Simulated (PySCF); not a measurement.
MoF6, SMILES [F][Mo]([F])([F])([F])([F])[F], multiplicity 1.

Geometry: B3LYP-D3(BJ)/def2-SVP. The spin state was assumed, not searched. The isomer is the one that the SMILES or the coordinates give; other isomers of the formula were not compared. The def2 effective core potentials stand for the cores of Mo; spin–orbit coupling is left out.

Two levels are set side by side: TDA-PBE/def2-SVPD (PySCF) and TDA-ωB97X/def2-SVPD (PySCF). Vertical, same geometry. The lowest singlet is HOMO−1→LUMO+2 50 %, HOMO→LUMO+1 50 % with PBE and HOMO−2→LUMO 33 %, HOMO−1→LUMO+1 33 %, HOMO→LUMO+2 33 % with the other functional; states are paired by order. Differences are taken from unrounded values.

| quantity | TDA-ωB97X |
|---|---|
| lowest singlet excitation (eV) | 5.22 |
| lowest triplet excitation (TDA) (eV) | 4.74 |

Problem. What does TDA-PBE give, and how far is it from TDA-ωB97X? (Estimate from the structure and the level; the computed values follow.)

Solution. 
```csv
quantity,TDA-PBE,TDA-PBE minus TDA-ωB97X
lowest singlet excitation (eV),4.45,-0.77
lowest triplet excitation (TDA) (eV),4.11,-0.63
```

Functionals without exact exchange tend to place singlet excitations lower, as here. Differences between two approximate levels are no errors against the true value.

Rough cost on one machine, each run with all the roots and properties that it gave: TDA-ωB97X against TDA-PBE about 4 times.
